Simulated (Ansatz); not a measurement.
Consider the homolysis of the N–Si bond: `CN([SiH2]O)[SiH2]Cl` → `C[N][SiH2]Cl`• + `O[SiH2]`•.

Gas-phase electronic energies from Ansatz, PBE0-D4/def2-TZVP geometries. CBS: MP2 limit from def2 TZ/QZ plus the TZ coupled-cluster correction, frozen cores. This one scheme is used for every species. Functionals use def2-TZVPP. No spin–orbit coupling; open shells (•) take unrestricted orbitals. Each species was taken in one conformer, which may not be the lowest.

`CN([SiH2]O)[SiH2]Cl`:

```xyz
14

C    -1.303   -1.008   -0.601
N    -0.077   -0.312   -0.211
Si    0.228    1.238   -0.926
O     1.206    2.107    0.064
Si    0.856   -0.877    1.103
Cl    0.367    0.080    2.882
H    -2.197   -0.428   -0.350
H    -1.375   -1.972   -0.093
H    -1.320   -1.208   -1.676
H     0.964    1.143   -2.208
H    -1.100    1.873   -1.153
H     0.897    2.286    0.956
H     0.558   -2.312    1.313
H     2.294   -0.611    0.900
```

`C[N][SiH2]Cl`•:

Cartesian coordinates in Å:
```
C 1.338 0.427 0.309
N 0.478 -0.227 -0.615
Si -1.216 -0.387 -0.297
Cl -2.158 -1.031 -1.993
H 0.879 1.239 0.892
H 1.685 -0.323 1.039
H 2.237 0.800 -0.191
H -1.419 -1.409 0.761
H -1.824 0.911 0.096
```

`O[SiH2]`•:

Z-matrix (Å, degrees):
```
Si
O 1 1.652
H 1 1.497 2 111.2
H 1 1.488 2 105.6 3 119.9
H 2 0.958 1 117.3 3 51.8
```

| level | ΔE (eV) |
| --- | --- |
| PBE-D4 | 4.63 |
| r2SCAN | 4.54 |
| CCSD(T)/def2-TZVPP | 4.93 |
| SCS-MP2/def2-QZVPP | 5.21 |

Q: What does CCSD(T)/CBS give? (An estimate is asked.)

A: The calculation gave: +5.05 eV. The listed levels differ from it by -0.42, -0.51, -0.12, 0.16 eV.

Largest T1 diagnostic among the species: 0.015.

The D4 term adds +0.27 eV with B3LYP and +0.15 eV with PBE0; it sums over pairs of atoms, weighted by their polarisabilities, and B3LYP, whose exchange is more repulsive, gets the larger term. In def2-TZVPP, CCSD(T) changes the Hartree–Fock value by +1.25 eV (the triples alone add +0.10 eV) and MP2 by +1.58 eV; breaking electron pairs costs correlation energy, which Hartree–Fock lacks. From PBE to PBE0 (25 % exact exchange), in def2-TZVPP and without D4, ΔE moves by +0.12 eV.

B3LYP here is the variant with VWN-RPA as its local correlation; programs differ in this.
